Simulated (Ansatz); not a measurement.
Ansatz (a quantum-chemistry and plane-wave program) input (B3LYP-D3(BJ)/def2-TZVP):

Ansatz 0.2 input:
```yaml
crystal:
  periodic: [false, false, false]
  atoms:
    - {symbol: Si, position_ang: [-0.27655999, -0.16533740, -0.00373397]}
    - {symbol: Cl, position_ang: [-1.00511410, -0.54749351, 1.84012437]}
    - {symbol: Cl, position_ang: [-1.71758750, -0.30903268, -1.37932280]}
    - {symbol: O, position_ang: [0.44065071, 1.28941623, -0.01017127]}
    - {symbol: O, position_ang: [0.84483586, -1.24420441, -0.41881032]}
    - {symbol: H, position_ang: [-0.02343978, 2.09785412, 0.19214642]}
    - {symbol: H, position_ang: [1.74739113, -1.18164845, -0.11322980]}
basis:
  gaussian:
    orbitals: def2-TZVP
hamiltonian:
  xc: b3lyp
  dispersion: d3bj
relax: {f_tol: 0.002, max_steps: 150}
```

Output:

```
Functional definition: B3LYP
integrals: 0.12 GiB planned
1177 factors; their error is unknown
mean field: 1.01 GiB planned
mean field evaluation 1: about -37049.9538 eV, gradient 7.9e1 eV
mean field evaluation 2: about -37029.9417 eV, gradient 1.3e2 eV
mean field evaluation 4: about -37059.4253 eV, gradient 4.2e0 eV
mean field evaluation 8: about -37059.5466 eV, gradient 2.6e-1 eV
mean field evaluation 16: about -37059.5466 eV, gradient 2.3e-5 eV
mean field -37059.54664042 eV, -1361.9132191725 hartree, gradient 2.3e-5 eV, S^2 0.000000; 0 other end points of the search recorded, 0 dependent functions left out
the calculation of the forces begins
reference -37059.54689113 eV, -1361.9132283860 hartree; 33, 33 occupied and 152, 152 virtual orbitals, 1177 factors
relax step   1: F+E_penalty+E_count = -37059.90729549 eV  Δ(F+E_penalty+E_count) = +0.000e0 eV  max|allowed force component| = 8.895e-1 eV/Å  Δτ_max = 0.0000 Å  (30 SCF iters, accepted)
these checks for a lower state are left out or cut short: starts, cluster_reference, orbital_swaps, neighbouring_geometries, increment
integrals: 0.12 GiB planned
1177 factors; their error is unknown
mean field: 1.01 GiB planned
mean field -37059.59075950 eV, -1361.9148405189 hartree, gradient 1.0e-5 eV, S^2 0.000000; 0 other end points of the search recorded, 0 dependent functions left out
the calculation of the forces begins
reference -37059.59101111 eV, -1361.9148497652 hartree; 33, 33 occupied and 152, 152 virtual orbitals, 1177 factors
relax step   2: F+E_penalty+E_count = -37059.94832993 eV  Δ(F+E_penalty+E_count) = -4.103e-2 eV  max|allowed force component| = 1.998e-1 eV/Å  Δτ_max = 0.0553 Å  (31 SCF iters, accepted)
these checks for a lower state are left out or cut short: starts, cluster_reference, orbital_swaps, neighbouring_geometries, increment
integrals: 0.12 GiB planned
1177 factors; their error is unknown
mean field: 1.01 GiB planned
mean field -37059.59393887 eV, -1361.9149573586 hartree, gradient 1.0e-5 eV, S^2 0.000000; 0 other end points of the search recorded, 0 dependent functions left out
the calculation of the forces begins
reference -37059.59419065 eV, -1361.9149666113 hartree; 33, 33 occupied and 152, 152 virtual orbitals, 1177 factors
relax step   3: F+E_penalty+E_count = -37059.95150399 eV  Δ(F+E_penalty+E_count) = -3.174e-3 eV  max|allowed force component| = 1.535e-1 eV/Å  Δτ_max = 0.0133 Å  (32 SCF iters, accepted)
these checks for a lower state are left out or cut short: starts, cluster_reference, orbital_swaps, neighbouring_geometries, increment
integrals: 0.12 GiB planned
1177 factors; their error is unknown
mean field: 1.01 GiB planned
mean field evaluation 32: about -37059.4825 eV, gradient 3.1e0 eV
mean field -37059.59826577 eV, -1361.9151163691 hartree, gradient 1.0e-5 eV, S^2 0.000000; 0 other end points of the search recorded, 0 dependent functions left out
the calculation of the forces begins
reference -37059.59851761 eV, -1361.9151256241 hartree; 33, 33 occupied and 152, 152 virtual orbitals, 1177 factors
relax step   4: F+E_penalty+E_count = -37059.95674287 eV  Δ(F+E_penalty+E_count) = -5.239e-3 eV  max|allowed force component| = 1.975e-1 eV/Å  Δτ_max = 0.0450 Å  (31 SCF iters, accepted)
these checks for a lower state are left out or cut short: starts, cluster_reference, orbital_swaps, neighbouring_geometries, increment
integrals: 0.12 GiB planned
1177 factors; their error is unknown
mean field: 1.01 GiB planned
mean field -37059.59963964 eV, -1361.9151668580 hartree, gradient 1.0e-5 eV, S^2 0.000000; 0 other end points of the search recorded, 0 dependent functions left out
the calculation of the forces begins
reference -37059.59989141 eV, -1361.9151761104 hartree; 33, 33 occupied and 152, 152 virtual orbitals, 1177 factors
relax step   5: F+E_penalty+E_count = -37059.95833301 eV  Δ(F+E_penalty+E_count) = -1.590e-3 eV  max|allowed force component| = 1.138e-1 eV/Å  Δτ_max = 0.0166 Å  (32 SCF iters, accepted)
these checks for a lower state are left out or cut short: starts, cluster_reference, orbital_swaps, neighbouring_geometries, increment
integrals: 0.12 GiB planned
1177 factors; their error is unknown
mean field: 1.01 GiB planned
mean field -37059.60007754 eV, -1361.9151829503 hartree, gradient 1.0e-5 eV, S^2 0.000000; 0 other end points of the search recorded, 0 dependent functions left out
the calculation of the forces begins
reference -37059.60032913 eV, -1361.9151921963 hartree; 33, 33 occupied and 152, 152 virtual orbitals, 1177 factors
relax step   6: F+E_penalty+E_count = -37059.95916367 eV  Δ(F+E_penalty+E_count) = -8.307e-4 eV  max|allowed force component| = 4.056e-2 eV/Å  Δτ_max = 0.0239 Å  (33 SCF iters, accepted)
these checks for a lower state are left out or cut short: starts, cluster_reference, orbital_swaps, neighbouring_geometries, increment
integrals: 0.12 GiB planned
1177 factors; their error is unknown
mean field: 1.01 GiB planned
mean field -37059.60086804 eV, -1361.9152120009 hartree, gradient 1.0e-5 eV, S^2 0.000000; 0 other end points of the search recorded, 0 dependent functions left out
the calculation of the forces begins
reference -37059.60111965 eV, -1361.9152212474 hartree; 33, 33 occupied and 152, 152 virtual orbitals, 1177 factors
relax step   7: F+E_penalty+E_count = -37059.95985059 eV  Δ(F+E_penalty+E_count) = -6.869e-4 eV  max|allowed force component| = 2.039e-2 eV/Å  Δτ_max = 0.0222 Å  (32 SCF iters, accepted)
these checks for a lower state are left out or cut short: starts, cluster_reference, orbital_swaps, neighbouring_geometries, increment
integrals: 0.12 GiB planned
1177 factors; their error is unknown
mean field: 1.01 GiB planned
mean field evaluation 64: about -37059.6009 eV, gradient 3.7e-3 eV
mean field -37059.60093931 eV, -1361.9152146200 hartree, gradient 1.0e-5 eV, S^2 0.000000; 0 other end points of the search recorded, 0 dependent functions left out
the calculation of the forces begins
reference -37059.60119093 eV, -1361.9152238667 hartree; 33, 33 occupied and 152, 152 virtual orbitals, 1177 factors
relax step   8: F+E_penalty+E_count = -37059.95993936 eV  Δ(F+E_penalty+E_count) = -8.877e-5 eV  max|allowed force component| = 8.534e-3 eV/Å  Δτ_max = 0.0119 Å  (32 SCF iters, accepted)
these checks for a lower state are left out or cut short: starts, cluster_reference, orbital_swaps, neighbouring_geometries, increment
integrals: 0.12 GiB planned
1177 factors; their error is unknown
mean field: 1.01 GiB planned
mean field -37059.60090408 eV, -1361.9152133254 hartree, gradient 1.0e-5 eV, S^2 0.000000; 0 other end points of the search recorded, 0 dependent functions left out
the calculation of the forces begins
reference -37059.60115568 eV, -1361.9152225715 hartree; 33, 33 occupied and 152, 152 virtual orbitals, 1177 factors
relax step   9: F+E_penalty+E_count = -37059.95996132 eV  Δ(F+E_penalty+E_count) = -2.196e-5 eV  max|allowed force component| = 4.634e-3 eV/Å  Δτ_max = 0.0099 Å  (33 SCF iters, accepted)
these checks for a lower state are left out or cut short: starts, cluster_reference, orbital_swaps, neighbouring_geometries, increment
integrals: 0.12 GiB planned
1177 factors; their error is unknown
mean field: 1.01 GiB planned
mean field -37059.60093274 eV, -1361.9152143786 hartree, gradient 1.0e-5 eV, S^2 0.000000; 0 other end points of the search recorded, 0 dependent functions left out
the calculation of the forces begins
reference -37059.60118436 eV, -1361.9152236254 hartree; 33, 33 occupied and 152, 152 virtual orbitals, 1177 factors
relax step  10: F+E_penalty+E_count = -37059.95998026 eV  Δ(F+E_penalty+E_count) = -1.894e-5 eV  max|allowed force component| = 2.978e-3 eV/Å  Δτ_max = 0.0081 Å  (31 SCF iters, accepted)
these checks for a lower state are left out or cut short: starts, cluster_reference, orbital_swaps, neighbouring_geometries, increment
integrals: 0.12 GiB planned
1177 factors; their error is unknown
mean field: 1.01 GiB planned
mean field -37059.60090693 eV, -1361.9152134300 hartree, gradient 2.3e-5 eV, S^2 0.000000; 0 other end points of the search recorded, 0 dependent functions left out
the calculation of the forces begins
reference -37059.60115854 eV, -1361.9152226765 hartree; 33, 33 occupied and 152, 152 virtual orbitals, 1177 factors
relax step  11: F+E_penalty+E_count = -37059.95998357 eV  Δ(F+E_penalty+E_count) = -3.303e-6 eV  max|allowed force component| = 1.554e-3 eV/Å  Δτ_max = 0.0013 Å  (22 SCF iters, accepted)
integrals: 0.12 GiB planned
1177 factors; their error is unknown
mean field: 1.01 GiB planned
mean field evaluation 96: about -37059.6008 eV, gradient 2.6e-1 eV
mean field -37059.60090693 eV, -1361.9152134300 hartree, gradient 2.3e-5 eV, S^2 0.000000; 1 other end points of the search recorded, 0 dependent functions left out
the calculation of the forces begins
reference -37059.60115854 eV, -1361.9152226765 hartree; 33, 33 occupied and 152, 152 virtual orbitals, 1177 factors
Total energy: -37059.96023518 eV, -1361.9284184995 hartree
Atom 0 at    -0.235559    -0.148400    -0.054049 Å, force     0.001015     0.000767    -0.000974 eV/Å
Atom 1 at    -0.975769    -0.507247     1.829181 Å, force    -0.000747    -0.000361     0.001554 eV/Å
Atom 2 at    -1.767919    -0.330177    -1.382827 Å, force    -0.001076    -0.000066    -0.000524 eV/Å
Atom 3 at     0.433608     1.333242    -0.085774 Å, force     0.000246     0.000188     0.000015 eV/Å
Atom 4 at     0.880385    -1.241415    -0.480021 Å, force     0.000726    -0.000190    -0.000038 eV/Å
Atom 5 at    -0.047955     2.071041     0.297919 Å, force     0.000037    -0.000405    -0.000089 eV/Å
Atom 6 at     1.723387    -1.237491    -0.017426 Å, force    -0.000201     0.000066     0.000055 eV/Å
Dipole moment:     0.235803     0.274162     0.226888 e Å
```
